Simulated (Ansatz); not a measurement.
Stepwise reaction of `[NH2][Nb]([NH2])(=[O])[F]` with water, as a gas-phase model of exchange steps in deposition or etching. ΔE in kJ/mol; ΔG adds harmonic PBE0-D4 terms to CCSD(T)/CBS, at 1 bar.

Computed with Ansatz on PBE0-D4/def2-TZVP structures; ΔE is electronic, products minus reactants. CCSD(T)/CBS adds triple-zeta CCSD(T) − MP2 to the extrapolated MP2 energy (def2 sets, frozen cores). This one scheme is used for every species. Functionals use def2-TZVPP. B3LYP here is the variant with VWN-RPA as its local correlation; programs differ in this. Elements past krypton have def2 core potentials. For Nb outer-core shells are correlated without core-valence functions, which leaves a few kJ/mol of doubt a bond. One conformer a species, not always the lowest.

```json
{"step": "1", "reaction": "`[NH2][Nb]([NH2])(=[O])[F]` + H₂O → `[NH2][Nb](=[O])([OH])[F]` + NH₃", "PBE-D4": "-48.9", "B3LYP-D4": "-50.4", "ωB97M-V": "-51.2", "CCSD(T)/CBS": "-45.1", "ΔG(500 K)": "-42.1"}
```

Task: Give the row of step 2, `[NH2][Nb](=[O])([OH])[F]` + H₂O → `[O]=[Nb]([OH])([OH])[F]` + NH₃. (An estimate is asked.)

Result: Computed: 
```tsv
step	reaction	PBE-D4	B3LYP-D4	ωB97M-V	CCSD(T)/CBS	ΔG(500 K)
2	`[NH2][Nb](=[O])([OH])[F]` + H₂O → `[O]=[Nb]([OH])([OH])[F]` + NH₃	-46.0	-46.9	-47.4	-41.4	-38.9
```

Task: By hand: ΔE of the 2 steps together at CCSD(T)/CBS.

Result: (-45.1) + (-41.4) = -86.5 kJ/mol, or -43.2 kJ/mol a step.

In ΔE the steps differ by no more than 3.7 kJ/mol. All are downhill at CCSD(T)/CBS. ΔG lies between -42.1 and -38.9 kJ/mol a step. PBE-D4 differs from CCSD(T)/CBS by -4.6 to -3.8 kJ/mol a step. Isolated molecules leave out the surface, adducts and barriers. Largest T1 diagnostic: 0.022.
